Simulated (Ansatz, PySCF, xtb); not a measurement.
Gas-phase reaction R1 + R2 → P1, each structure at its B3LYP-D3(BJ)/def2-TZVP stationary point, reached from a drawn start (curvature not checked).
R1, H2 (SMILES [H][H]) (charge 0, multiplicity 1, Z-matrix in Å and degrees):
```
H
H 1 0.7440
```
R2: C2H6Si (SMILES C1C[SiH2]1), charge 0, multiplicity 1.
P1, C2H8Si (SMILES CC[SiH3]) (charge 0, multiplicity 1):
```xyz
11

C     -1.305     0.543     0.199
C     -0.302    -0.618     0.186
Si     1.438    -0.106    -0.312
H     -2.301     0.208     0.492
H     -1.000     1.324     0.900
H     -1.390     1.005    -0.787
H     -0.252    -1.084     1.175
H     -0.639    -1.400    -0.500
H      1.431     0.482    -1.676
H      1.963     0.916     0.628
H      2.357    -1.271    -0.305
```

P less R. No zero-point or thermal terms.

Cores are frozen in the correlated methods. CBS: X⁻³ extrapolation of the correlation energy, Hartree–Fock from the larger set.

The values were computed with Ansatz (Gaussian basis) for Hartree–Fock, density functionals and correlated methods; PySCF for the D3/D4 terms; xtb for the GFN methods. No computed number here is a measurement.

The comparison value is -45.63 kcal/mol (CCSD(T)/CBS(cc-pV(T+d)Z, cc-pV(Q+d)Z)). It is a level with limits of its own, not the exact answer.

**Question.** Order these levels by how close they come to the comparison value for the reaction energy, closest first: r2SCAN-D3(BJ)/def2-TZVPP, revPBE-D4/def2-TZVPP, HF/cc-pV(D+d)Z, GFN1-xTB, r2SCAN/def2-TZVPP. Give each level's value less the comparison value.

**Answer.** r2SCAN-D3(BJ)/def2-TZVPP (1.41 kcal/mol), r2SCAN/def2-TZVPP (1.68 kcal/mol), revPBE-D4/def2-TZVPP (3.37 kcal/mol), HF/cc-pV(D+d)Z (-8.76 kcal/mol), GFN1-xTB (-22.27 kcal/mol)

Ansatz is a first-principles code.
